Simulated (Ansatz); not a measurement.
Correlation energies of CH$_{5}$NbO$_{2}$S (`[CH3][Nb]([OH])([OH])=[S]`) by basis set

```xyz
10

C    -1.4836    0.3780   -0.1860
Nb    0.5457   -0.2615    0.0572
O     1.5443    0.5569   -1.3118
O     1.0851    0.2747    1.7785
S     0.4906   -2.3962   -0.1459
H    -1.8661    0.0902   -1.1690
H    -2.1258   -0.0695    0.5776
H    -1.5227    1.4694   -0.0920
H     2.0098    0.1901   -2.0655
H     1.3228   -0.2322    2.5568
```

Charge 0, multiplicity 1. Correlated methods include outer-core shells of Nb, which these sets cover unevenly. Nb: def2 effective core potential. Geometry: relaxed with PBE0-D4/def2-TZVP. It is one conformer, not always the lowest. Frozen core, restricted reference, Ansatz.

```csv
basis,HF (Eh),MP2 corr.
def2-SVP,-644.26306,-0.99505
def2-TZVPP,-644.65691,-1.31436
def2-QZVPP,-644.68106,-1.42606
```

Question: Estimate the CCSD correlation energy and the (T) correction in each basis where they were run (hartree).

Answer: 
```tsv
basis	CCSD corr.	(T)
def2-SVP	-0.99939	-0.04416
def2-TZVPP	-1.30845	-0.07008
```
